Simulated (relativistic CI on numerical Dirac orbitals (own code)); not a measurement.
Radial Dirac CI calculation of Bi+.

Command:

```sh
python run_levels.py task.json out
```

Input:

```
atom Bi  Z=83  charge=1  electrons=82
nucleus A=209  rms_radius_fm=5.5211
hamiltonian dirac-coulomb  breit=on  qed=on  c_scale=1
orbitals kli  potential=per-configuration
slater_scale 1
correlation none
mixing on
grid step=0.006 r_max=129.7
scf mixing=0.4 start=green max_iterations=150 tolerance=2e-08 node_fill=0.05
configurations
  [Xe] 4f14 5d10 6s2 6p2
end
```

Output:

```
SCF 1: [Xe] 4f14 5d10 6s2 6p2
 iter      energy (Ha)   residual   last orbital (Ha)
    1    -21535.422644   2.81e+00     -0.91151
    2    -21563.250115   7.75e-01     -0.56142
    3    -21565.089867   2.94e-01     -0.50875
    4    -21565.339595   1.23e-01     -0.53518
    5    -21565.351280   1.95e-02     -0.52529
    6    -21565.349519   7.24e-03     -0.52222
    7    -21565.350909   1.59e-03     -0.52357
    8    -21565.350653   2.55e-04     -0.52334
    9    -21565.350692   6.48e-06     -0.52338
   10    -21565.350691   2.58e-06     -0.52339
   11    -21565.350691   7.73e-07     -0.52339
   12    -21565.350691   9.69e-09     -0.52339
orbital energies (Ha): 5s -6.1663  5p1/2 -4.5774  5p3/2 -3.6853  5d3/2 -1.4708  5d5/2 -1.3624  6s -0.9266  6p1/2 -0.6044  6p3/2 -0.5234
configuration averages (Ha): Dirac-Coulomb, Breit, QED
  6p2                         -21565.350691   25.839792   17.834248
levels: no., configuration, term, J, E (cm-1), weight
   1 6p2                    3P   0                0.0  0.86
   2 6p2                    3P   1            12580.7  1.00
   3 6p2                    3P   2            17505.1  0.57
   4 6p2                    1D   2            35241.1  0.57
   5 6p2                    1S   0            48315.5  0.86
lowest total energy -21521.782902 Ha
end: converged
```

Against the reference input this run has: grid step 0.006. The reference run ends at -21521.782674 Ha with Breit and QED terms.

With so few configurations and no correlation, terms lie too far apart (by 10 to 50 % or more near neutrality), their order can be wrong, and levels of other configurations are missing.
